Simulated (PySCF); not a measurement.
# A small calculation by hand: entropy of an ideal gas

TiF3, SMILES [F][Ti+]([F])[F], charge +1, multiplicity 1.

The structure is a stationary point at PBE0-D3(BJ)/def2-SVP. The spin state was assumed, not searched. The isomer is the one that the SMILES or the coordinates give; other isomers of the formula were not compared.

PBE0-D3(BJ)/def2-SVP (PySCF) gives the harmonic wavenumbers 166, 219, 219, 859, 936, 936 cm⁻¹ and the rotational temperatures 0.3055, 0.3055, 0.1671 K. The molar mass is 104.86 g/mol, the symmetry number 3, the spin multiplicity 1.

### Question
Work out the entropy at 298.15 K and 1 atm in the rigid-rotor, harmonic-oscillator model.

### Answer

Translation (Sackur–Tetrode at 1 atm): S = R[1.5 ln M + 2.5 ln T − 1.16487] = 166.8 J/(mol K).
Rotation: q = (√π/σ) T^1.5/√(θA θB θC) = 24400, S = R[ln q + 3/2] = 96.5 J/(mol K).
Vibration: with u = 1.4388 ν/T, each mode gives R[u/(e^u − 1) − ln(1 − e^−u)]:
```csv
ν (cm⁻¹),modes,u,S (J/(mol K))
166,1,0.80,10.38
219,2,1.06,16.46
859,1,4.15,0.69
936,2,4.52,1.01
```
These are all the modes. Sum 28.5 J/(mol K).
Spin: R ln 1 = 0.0 J/(mol K).
Total 291.8 J/(mol K); the program's own thermochemistry gives 291.8. Translation makes up 57 % and vibration 10 %. Anharmonicity, hindered rotation and orbital degeneracy are left out.
